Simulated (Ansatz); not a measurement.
`F[CH2][SnH2][Br]` + CH₄ → `[CH3][SnH2][CH2]F` + HBr at 500 K and 1 bar (formal exchange of groups at the Sn–Br bond).

Isolated molecules relaxed with PBE0-D4/def2-TZVP in Ansatz; ΔE leaves out vibrations. CBS: MP2 limit from def2 TZ/QZ plus the TZ coupled-cluster correction, frozen cores. This one scheme is used for every species. def2 core potentials past Kr. For Br, Sn outer-core shells are correlated without core-valence functions, which leaves a few kJ/mol of doubt a bond. Scalar relativity is left out up to krypton. One conformer a species, not always the lowest.

```
            species  CCSD(T)/CBS energy (Eh)  H − E (kJ/mol)  S (J/(mol·K))
 `F[CH2][SnH2][Br]`              -2927.60980           156.8          424.6
                CH₄                -40.46206           135.6          206.8
`[CH3][SnH2][CH2]F`               -394.10357           254.6          429.3
                HBr              -2573.91920            30.5          213.7
```

H − E and S are ideal-gas, rigid-rotor, harmonic terms from PBE0-D4/def2-TZVP, for one conformer and one mirror image of each species. 1 Eh = 2625.50 kJ/mol, R = 8.31446 J/(mol·K).

Q: By hand: ΔE, ΔH, ΔS and ΔG.

A: ΔE = (-394.10357) + (-2573.91920) − (-2927.60980) − (-40.46206) = 0.04909 Eh = 128.9 kJ/mol. Δ(H − E) = 254.6 + 30.5 − 156.8 − 135.6 = -7.3, so ΔH = 121.6 kJ/mol. ΔS = 429.3 + 213.7 − 424.6 − 206.8 = 11.6 J/(mol·K). ΔG = 121.6 − 500 × (11.6)/1000 = 115.8 kJ/mol.

Q: By hand: the equilibrium constant, and the temperature at which ΔG would vanish if ΔH and ΔS stayed fixed.

A: log₁₀ K = −ΔG/(RT ln 10) = -12.1. ΔG = 0 at ΔH/ΔS = 10483 K, far beyond where these terms or the molecules hold.

The number of gas molecules stays the same, so ΔS is small and ΔH decides. A doubt of 5 kJ/mol in ΔE shifts log₁₀ K by 0.5 here. Other conformers and mirror images would add mixing entropy, several J/(mol·K) or more a flexible species. Modes under 60 cm⁻¹, often nearly free rotors, make the harmonic entropy too high. These are equilibria of isolated gas molecules and say nothing of rates. Largest T1 diagnostic: 0.012 (customary marks: 0.02 for closed shells, 0.045 for open ones).
